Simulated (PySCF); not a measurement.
Compound: (Cl2B-mu-SH)2.
Cartesian coordinates in Å at the PBE0-D3(BJ)/def2-SVP level; atoms count from 1:
```xyz
10
B2Cl4H2S2 angstrom
B     -0.603   -1.148    0.344
Cl     0.284   -2.696    0.546
Cl    -2.377   -1.173    0.630
S      0.276    0.286    1.425
B      0.621    1.135   -0.352
Cl     2.389    1.222   -0.654
Cl    -0.321    2.650   -0.540
S     -0.218   -0.323   -1.433
H     -0.844    0.978    1.733
H      0.917   -1.008   -1.694
```

NICS is the negative of the GIAO shielding at a point without a nucleus: at the ring centre (0) and 1 Å above and below it (1); zz is the component along the ring normal. Level: GIAO KT2/pcSseg-1 (PySCF, non-relativistic, gas phase) on the PBE0-D3(BJ)/def2-SVP geometry, one conformer.

Ring bond lengths (Å): B1–S4 1.999, S4–B5 1.999, B5–S8 2.000, S8–B1 1.996.

Give the NICS values of each ring in ppm.

```tsv
ring	type	NICS(0)	NICS(1), two faces	NICS(1)zz, two faces	rms pucker (Å)	centre to ring atoms, mean (Å)
B1–S4–B5–S8	4-membered ring with 2 B and 2 S	-1.2	-0.1 / -0.1	6.4 / 6.3	0.01	1.41
```

What do they say, and how far can they be read as aromaticity?

- B1–S4–B5–S8: mean NICS(1)zz 6.4 ppm, deshielded. B1, B5 have four or more neighbours, and the NICS criterion for π rings isn't applied.

Give the inner angles of the rings.

- B1–S4–B5–S8: B1 95.8°, S4 84.3°, B5 95.7°, S8 84.3°; sum 360.0° against 360° for a flat convex ring.

How shielded are the nuclei of the rings and their hydrogens (means over atoms taken as equivalent)?

```json
{"atoms": "B1 (×2)", "environment": "boron bonded to 2 Cl and 2 S", "σ isotropic (ppm)": "100.2"}
{"atoms": "S4 (×2)", "environment": "sulfur bonded to 2 B and H", "σ isotropic (ppm)": "423.4"}
{"atoms": "H9 (×2)", "environment": "hydrogen on sulfur", "σ isotropic (ppm)": "26.69"}
```

How do the values depend on the level or the medium?

| level | NICS(0), B1–S4–B5–S8 | mean NICS(1)zz, B1–S4–B5–S8 |
| --- | --- | --- |
| KT2/pcSseg-1, gas | -1.2 | 6.4 |
| PBE0/pcSseg-1, gas | -1.8 | 6.1 |

The geometry is the same throughout.
